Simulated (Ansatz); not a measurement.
PBE exchange is replaced step by step with exact exchange (0 % is PBE, 25 % PBE0; no dispersion term), basis def2-SVP, Ansatz. System: the cluster Ru₅⁺. The state is a doublet with charge 1. Geometry: PBE-D4/def2-SVP.

Geometry of the doublet:

Cartesian coordinates in Å:
```
Ru 1.439 0.258 -0.475
Ru -0.907 0.986 -0.967
Ru -0.217 1.121 1.194
Ru -0.502 -1.250 -0.956
Ru 0.187 -1.115 1.205
```

In the def2 sets Ru takes a core potential; there is no spin–orbit coupling. At PBE with 10 % exact exchange/def2-SVP, PBE with 15 % exact exchange/def2-SVP, PBE0-D4/def2-SVP, PBE with 40 % exact exchange/def2-SVP the charge 1 doublet is spin-contaminated (final ⟨S²⟩ up to 4.13, 0.75 for a pure state). The order of the spin states hangs on the level: the sextet lies 0.06 eV below the doublet at PBE0-D4/def2-TZVP, but 0.21 eV above it at PBE with 10 % exact exchange/def2-SVP. The doublet is doubtful at PBE0-D4/def2-TZVP (⟨S²⟩ 2.95, where a pure state has 0.75). The sextet is doubtful at PBE0-D4/def2-TZVP (⟨S²⟩ 9.87, where a pure state has 8.75). The doublet is doubtful at PBE with 10 % exact exchange/def2-SVP (⟨S²⟩ 1.48, where a pure state has 0.75). The structure comes from a short search, and lower isomers may exist.

HOMO and LUMO are taken over both spins.

| exact exchange (%) | HOMO (eV) | LUMO (eV) | gap (eV) | ⟨S²⟩ |
| --- | --- | --- | --- | --- |
| 0 | -8.66 | -8.15 | 0.50 | 0.794 |
| 10 | -8.84 | -7.72 | 1.12 | 1.481 |
| 15 | -8.93 | -7.45 | 1.48 | 2.031 |
| 40 | -9.91 | -6.29 | 3.62 | 4.130 |

(1) Estimate the row for 25 %.

## Answers

(1) 
| exact exchange (%) | HOMO (eV) | LUMO (eV) | gap (eV) | ⟨S²⟩ |
| --- | --- | --- | --- | --- |
| 25 | -9.27 | -6.96 | 2.31 | 2.936 |
